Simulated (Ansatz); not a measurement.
Species: trimethylsilane, C$_{3}$H$_{10}$Si, net charge 0, singlet state. 
Structure (B3LYP-D3(BJ)/def2-TZVP (Ansatz, an electronic-structure program) minimum search):
```xyz
14

Si     0.0839    -0.0328     0.3680
C      1.6437    -0.3337    -0.6338
C     -1.2241    -1.3084    -0.0671
C     -0.5677     1.7000     0.0512
H      0.4134    -0.1615     1.8143
H      2.4215     0.3905    -0.3820
H      2.0455    -1.3325    -0.4498
H      1.4412    -0.2475    -1.7043
H     -0.8673    -2.3224     0.1259
H     -1.4931    -1.2448    -1.1244
H     -2.1338    -1.1577     0.5181
H     -0.8214     1.8334    -1.0034
H     -1.4670     1.8980     0.6383
H      0.1753     2.4562     0.3137
```

Dipole moments at this geometry, in debye (magnitudes).

| level | program | dipole (D) |
|---|---|---|
| PBE/def2-TZVPD | Ansatz | 0.58 |
| B3LYP/def2-TZVPD | Ansatz | 0.55 |
| r2SCANh/def2-TZVPD | Ansatz | 0.59 |
| HSE06/def2-TZVPD | Ansatz | 0.57 |
| wB97M-V/def2-TZVPD | Ansatz | 0.57 |
| CCSD(T)/aug-cc-pV(D+d)Z | Ansatz | (withheld) |

**Question.** What belongs in the gaps?

**Answer.** 
- CCSD(T)/aug-cc-pV(D+d)Z, dipole (D): 0.53
